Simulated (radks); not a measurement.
Values are calculated unless marked as measured or tabulated.
Question: Ionisation of the copper ion Cu3+, [Ar] 3d8, to Cu4+, [Ar] 3d7, under several functionals. Dirac Kohn-Sham, spin-unpolarised, spherical densities, finite nucleus; open shells are shared between the two j in proportion to 2j + 1; a radial shooting solver on a logarithmic mesh with Libxc functionals. Known Delta-SCF values: BLYP 59.679 eV; B86b exchange with PBE correlation 59.743 eV. What does RPBE give, and what is its highest occupied eigenvalue?

Answer: 59.606 eV by Delta-SCF; the 3d5/2 eigenvalue is -48.668 eV. NIST: 57.38 eV (semi-empirical).

Beside tabulated values, note that spin-unpolarised runs miss the spin-polarisation part of the exchange energy of open shells.
